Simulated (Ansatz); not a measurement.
Abridged output of a molecular run in Ansatz:

```
Functional definition: HF
1871 factors; integrals over basis functions are off by at most 9.8e-4 eV
mean field evaluation 1: about -25065.0622 eV, gradient 3.8e1 eV
mean field evaluation 2: about -25065.4250 eV, gradient 3.8e1 eV
mean field evaluation 4: about -25069.4471 eV, gradient 4.7e0 eV
mean field evaluation 8: about -25069.5206 eV, gradient 4.1e-1 eV
mean field -25069.52124156 eV, -921.2879128955 hartree, gradient 5.7e-6 eV, S^2 0.000000; 0 other end points of the search recorded, 0 dependent functions left out
14 core orbitals not correlated: weight in the atoms' cores, before any rotation towards them, 1.000 or more for the frozen orbitals, at most 0.000 for the correlated occupied ones
reference -25069.52124156 eV, -921.2879128955 hartree; 18, 18 occupied and 288, 288 virtual orbitals, 1871 factors
second order -27.78287400 eV of doubles, -0.00000000 eV of singles
cycle   1  -28.58889154 eV  change   -8.1e-1 eV  update   1.1e-1
cycle   2  -29.29389934 eV  change   -7.1e-1 eV  update   3.3e-2
cycle   3  -29.43228547 eV  change   -1.4e-1 eV  update   1.6e-2
cycle   4  -29.42118698 eV  change    1.1e-2 eV  update   4.1e-3
cycle   5  -29.42033194 eV  change    8.6e-4 eV  update   1.9e-3
cycle   6  -29.42088307 eV  change   -5.5e-4 eV  update   5.4e-4
cycle   7  -29.42062019 eV  change    2.6e-4 eV  update   2.0e-4
cycle   8  -29.42060895 eV  change    1.1e-5 eV  update   7.0e-5
cycle   9  -29.42062476 eV  change   -1.6e-5 eV  update   2.3e-5
perturbative correction -1.26924954 eV, -0.0466440603 hartree
Total energy: -25100.21111586 eV, -922.4157449738 hartree
```

Its atoms:

Z-matrix (Å, degrees):
```
C
N 1 1.447
H 1 1.091 2 109.9
H 1 1.095 2 110.4 3 -119.4
H 1 1.096 2 111.5 3 120.2
C 2 1.385 1 117.3 3 178.0
Si 2 1.715 1 120.3 3 -13.3
C 6 1.333 2 126.7 1 -0.7
H 6 1.087 2 113.7 1 -179.9
Cl 7 2.063 2 113.2 1 -76.7
H 7 1.478 2 108.6 1 40.7
H 7 1.478 2 107.9 1 164.8
H 8 1.081 6 119.4 2 -178.5
H 8 1.082 6 123.1 2 1.4
```

Q: Which basis set was used?
A. def2-SVPD
B. def2-QZVPP
C. def2-TZVPPD
D. def2-TZVPP

A: D. It gives 320 functions.

Q: Write the keys of the input that set method, charge and spin (a neutral closed shell needs none for the last two).

A: 
```yaml
correlation: {method: ccsd_t}
```
